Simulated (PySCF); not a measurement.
Dipole moment and polarisability of AsSb3SSSe nortricyclane

Species: AsSb3SSSe nortricyclane, AsS2Sb3Se.
Structure used (PBE0-D3(BJ)/def2-SVP), in Å, numbered top down from 1:
```xyz
7
AsS2Sb3Se angstrom
As     0.7779    1.1827    1.2644
S     -1.3310    1.5897    0.6672
Sb    -2.0152   -0.0674   -0.9809
Sb     0.5735   -0.4982   -2.1291
S      1.8088    1.0471   -0.7091
Sb    -0.3992   -2.2558   -0.0875
Se     0.6770   -1.0999    1.9065
```

Level: wB97X-D/def2-SVPD (PySCF), static field, nuclei fixed, core orbitals frozen in the response. The polarisability tensor in these axes (au):

```
x   217.45   2.27   5.94
y     2.27 222.25   2.00
z     5.94   2.00 226.67
```

Question: Diagonalise the tensor; give its mean and Δα, where Δα² is half the sum of the squared differences of the eigenvalues.

Answer: Principal values 214.36, 221.49 and 230.53 au; mean 222.13 au = 32.92 Å³ = 36.62 × 10⁻⁴⁰ C²·m²/J; Δα = 14.04 au (6 % of the mean).

Question: What is the dipole moment, and where does it point?

Answer: (-1.25, -1.98, -2.02) D, 3.09 D in size, pointing from the negative to the positive side. Measured along this direction, the outermost atoms are As1 at the negative end and Sb6 at the positive end.

Question: Sum over states: ᾱ = Σ f/ω², ω in Eh. What share falls to these 10 lowest TDDFT singlets (eV, f)? 3.04, 0.0005; 3.13, 0.0001; 3.79, 0.0003; 3.86, 0.0000; 3.92, 0.0054; 3.94, 0.0101; 3.96, 0.0003; 4.16, 0.0006; 4.24, 0.0001; 4.32, 0.0078.

Answer: They add up to 1.17 au, 0.5 % of the 222.13 au; the largest single term is 0.48 au, from the state at 3.94 eV. Terms in order: 0.04, 0.01, 0.02, 0.00, 0.26, 0.48, 0.02, 0.03, 0.01, 0.31 au. Higher excitations give the rest. The strengths listed sum to 0.025.

Question: Directions of the eigenvectors, and the extent of the frame along each?

Answer: Largest value along (0.44, 0.32, 0.84), where the nuclei span 3.51 Å; middle along (0.00, 0.93, -0.36), 3.32 Å; least along (0.90, -0.16, -0.41), 3.47 Å. 

Question: What depolarisation ratio follows for Rayleigh scattering of linearly polarised light, taking the static tensor?

Answer: ρ = 3Δα²/(45ᾱ² + 4Δα²) = 591.1/(2220303 + 788.2) = 0.000266.

Question: Find the Langevin capture rate constant for O2+ (31.990 u) meeting this molecule (581.494 u), k = 2.342 × 10⁻⁹ cm³/s × √(α in Å³ / reduced mass in u).

Answer: The reduced mass is 30.32 u, so k = 2.44 × 10⁻⁹ cm³/s. The formula leaves out the permanent dipole, which adds to the capture rate.

Question: What would n − 1 = 2πNα be for an ideal gas of these molecules at 400 K and 1 atm, electronic part alone?

Answer: N = p/kT = 1.8347 × 10¹⁹ cm⁻³, so n − 1 = 2π × N × 32.92 × 10⁻²⁴ cm³ = 3795 × 10⁻⁶ at long wavelengths, for an ideal gas.

The structure is a single PBE0-D3(BJ)/def2-SVP conformer in the gas phase; no vibrational or solvent corrections. Atoms past krypton carry effective core potentials; spin–orbit coupling is left out. The calculation is non-relativistic apart from the core potentials, for arsenic and selenium too.

wB97X-D is run here without its empirical dispersion term; that term would change no orbital, density or response property at a fixed geometry.
